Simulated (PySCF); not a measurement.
PmSi: frontier orbitals

PBE at R = 2.878 Å; Pm x2c-SVPall, Si x2c-SVPall; spin-free X2C with a Gaussian nucleus (PySCF 2.14). State: octet, about 4.9 electrons in the 4f shell (Mulliken), real f orbitals that mix terms. Only the outer orbitals are listed, counted within each symmetry.

```csv
spin,orbital,occ.,ε (eV),on Pm (%),main shells (%)
α,16σ,1,-4.13,40,"55 Si p, 30 Pm s"
α,8π,1,-3.97,28,"72 Si p, 21 Pm d"
α,8π,1,-3.94,27,"73 Si p, 20 Pm d"
α,1φ,1,-3.57,100,100 Pm f
α,17σ,1,-3.49,100,94 Pm f
α,3δ,1,-2.91,100,100 Pm f
α,9π,1,-2.24,100,97 Pm f
α,19σ,1,-2.23,100,95 Pm f
α,18σ,0,-2.80,87,"53 Pm s, 24 Pm d, 12 Si p"
α,1φ,0,-2.64,100,99 Pm f
α,9π,0,-2.32,100,98 Pm f
β,16σ,1,-3.38,64,"59 Pm s, 33 Si p"
β,8π,0,-2.50,40,"60 Si p, 34 Pm d"
β,8π,0,-2.41,36,"64 Si p, 30 Pm d"
β,17σ,0,-2.38,63,"35 Si p, 30 Pm d, 26 Pm s"
```

**Question.** Which are the highest filled and the lowest empty level, where do they sit, and how wide is the gap?

**Answer.** Highest filled α 19σ at -2.23 eV (in %: 95 Pm f); lowest empty α 18σ at -2.80 eV (in %: 53 Pm s, 24 Pm d, 12 Si p); the gap at PBE is -0.57 eV.

| Item | Value |
| --- | --- |
| bond order (Mayer) | 1.87 |
| ⟨S²⟩ | 15.874 |
| charge on Pm (Mulliken, basis-dependent) | 0.25 |
| charge on Pm (Löwdin, basis-dependent) | 0.04 |
| dipole moment (positive dipole means Pm(−)Si(+)) | -4.84 D |

Spin–orbit coupling is left out. Counting both spins, an empty level lies below a filled one in this solution, because spin and occupation are held. With d or f electrons several states lie close, and the lowest PBE0 determinant need not be the measured ground state.
